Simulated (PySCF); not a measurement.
**Electron correlation in As⁺ (arsenic, charge +1)**

[Ar] 3d10 4s2 4p2, high-spin 3P determinant. Calculation: PySCF 2.14, in x2c-TZVPall (6s5p4d1f, 48 functions); scalar relativity by spin-free X2C-1e. Frozen: [Ar] 3d10; 4 electrons correlated.

MP2 pair energies summed by pair of shells (mhartree):

```csv
pair,energy,share (%)
4s-4p,-32.65,61.9
4s-4s,-14.90,28.3
4p-4p,-5.19,9.8
```

Total MP2 correlation energy: -52.74 mhartree.

Same-spin part -8.81 and opposite-spin part -43.93 mhartree; SCS-MP2 scales them by 1/3 and 6/5 to -55.65 mhartree.

```json
{"level": "CCSD", "correlation energy (mhartree)": "-67.72"}
{"level": "(T)", "correlation energy (mhartree)": "-1.58"}
{"level": "CCSD(T)", "correlation energy (mhartree)": "-69.30"}
```

Diagnostics: T1 = 0.0070, D1 = 0.0190, largest double amplitude 0.090.

Task: Is a single reference adequate?

Result: Mostly. T1 lies below 0.03, but a double amplitude of this size points to a near-degeneracy that CCSD handles and MP2 describes poorly.
